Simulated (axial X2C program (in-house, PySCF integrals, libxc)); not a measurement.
**Nuclear properties of HAsF**

Computed with an axial X2C code built on PySCF integrals: two-component X2C with atomic mean-field Coulomb and Gaunt terms, Gaussian nuclei, basis H dyall-v3z, As dyall-v3z, F dyall-av3z with contracted cores.

H–As–F held linear, with bonds 1.700 and 1.806 Å (near the PBE0 minimum at charge 0 of the determinant lowest at the starting distance; the state shown can have its own minimum elsewhere, held linear; other orders of the atoms were not compared).

Input and command:
```json
{"zs": [1, 33, 9], "q": 0, "bas": ["dyall-v3z", "dyall-v3z", "dyall-av3z"], "r0": [1.53, 1.85], "symm": 0, "scan": ["PBE0", "HF", "PBE"], "levels": ["PBE0", "HF", "B3LYP"], "nst": 2}
```
```bash
python solin.py task.json out
```

Keys: zs atomic numbers; q charge; bas basis sets; r0 starting distance in Å; symm equal bonds; scan levels of the two-bond scan; levels methods; nst determinants followed.

Determinant lowest in the PBE0 search, Ω = 3/2 (⟨Sz⟩ = 1.50, ⟨Lz⟩ = 0.00 at PBE0), spin on the atoms H 0.30, As 1.11, F 0.09:

| level | Eeff magnitude (GV/cm) | Ws magnitude As (kHz) | A∥/gI H (MHz) | qzz H (a.u.) | A∥/gI As (MHz) | qzz As (a.u.) | A∥/gI F (MHz) | qzz F (a.u.) | μ (D) |
| --- | --- | --- | --- | --- | --- | --- | --- | --- | --- |
| PBE0 | 1.8 | 0.55 | 58.1 | 0.07 | 657 | 1.99 | 75.1 | 1.90 | -2.18 |
| HF | 2.55 | 0.759 | 63 | 0.07 | 781 | 2.29 | 105 | 1.96 | -2.56 |
| B3LYP | 1.5 | 0.462 | 62 | 0.07 | 682 | 2.17 | 74.1 | 1.87 | -2.16 |

Eeff is the effective electric field on the electron electric dipole moment in this Ω state and Ws the scalar–pseudoscalar constant of the nucleus named (defined with the proton number Z and per Ω); A∥ (defined per Ω) follows by multiplying with gI = μI/(I μN); qzz is the electric field gradient, eQq0 = 234.96 MHz × Q/barn × qzz; μ is positive if the F end (last atom) is positive. The operators were transformed with the bare-nucleus X2C matrices; with these basis sets, hyperfine constants and field gradients can be off by tens of per cent, and where levels differ in sign neither size nor sign is settled.

(1) With gI(1H) = 5.5857, gI(75As) = 0.9597, Q(75As) = 0.311 barn, gI(19F) = 5.2577 (g factors from the IAEA table of nuclear moments by Stone; Q from Pyykkö, Mol. Phys. 2018), turn the PBE0 values of the first state into constants in MHz.

The molecule was held linear; bending was not examined, so a bent shape may lie lower.

Each state is one determinant with collinear spin, which with several unpaired electrons need not be a pure state. Unrestricted Hartree–Fock can overshoot spin polarisation at the nuclei. This is the top spin component of a Σ state; components of lower Ω are not single determinants and can lie lower. With several open shells hyperfine constants can be off by a factor of several. The search compared states at one distance, so a state with another bond length can lie lower. Further determinants of the search, some of them spin-mixed, are not shown.

Answers

(1) A∥(1H) = 58.1 × 5.5857 = 325 MHz; A∥(75As) = 657 × 0.9597 = 631 MHz; eQq0(75As) = 234.96 × (0.311) × (1.99) = 145 MHz; A∥(19F) = 75.1 × 5.2577 = 395 MHz.
